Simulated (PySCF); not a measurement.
Electronic structure of Te (tellurium, neutral) at the PBEsol level

Configuration: [Kr] 4d10 5s1 5p4 6s1, high-spin 5P determinant (an excited configuration). Calculation: PySCF 2.14, in aug-cc-pwCVTZ-DK3 with one added diffuse shell each of s, p, d, f type (11s10p8d5f1g, 125 functions); the spin-free X2C one-electron Hamiltonian (Gaussian nucleus).

```
Total energy                                                  : -6789.51 hartree
One-electron energy                                           : -9308.80 hartree
Hartree (Coulomb) energy                                      : 2693.29 hartree
Exchange-correlation energy                                   : -174.00 hartree
⟨S²⟩                                                          : 6.0037
⟨L²⟩                                                          : 2.114
Sum of ⟨r⟩                                                    : 40.49 bohr
Sum of ⟨r²⟩                                                   : 91.97 bohr²
Traceless quadrupole moment −½Σ⟨3z² − r²⟩ along its main axis : 1.41 e·bohr²
Langevin diamagnetic susceptibility                           : -72.8 ×10⁻⁶ cm³/mol
```

```csv
shell,electrons,mean orbital energy (hartree),spread (hartree),"rms radius, mean of both spins (bohr)"
1s α,1,-1159.54618,0,0.0320
1s β,1,-1159.54140,0,0.0320
2s α,1,-178.05873,0,0.130
2s β,1,-178.05642,0,0.130
2p α,3,-160.03862,0.00364,0.115
2p β,3,-160.03542,0.00230,0.115
3s α,1,-35.59550,0,0.344
3s β,1,-35.59150,0,0.344
3p α,3,-29.72022,0.00774,0.345
3p β,3,-29.71592,0.00611,0.345
3d α,5,-20.76744,0.00701,0.323
3d β,5,-20.76346,0.00552,0.323
4s α,1,-6.22700,0,0.813
4s β,1,-6.21836,0,0.813
4p α,3,-4.40173,0.01727,0.877
4p β,3,-4.39175,0.01286,0.877
4d α,5,-1.73343,0.02024,1.05
4d β,5,-1.71437,0.01237,1.05
5s α,1,-0.74847,0,2.14
5p α,3,-0.38456,0.03574,2.65
5p β,1,-0.30874,0,2.65
6s α,1,-0.07825,0,6.35
```

The outer electron is Rydberg-like, and this basis confines it to a smaller radius and binds it less than a complete one would.

Densities and radii are taken from the X2C orbitals without a picture-change correction, which distorts them close to the nucleus.
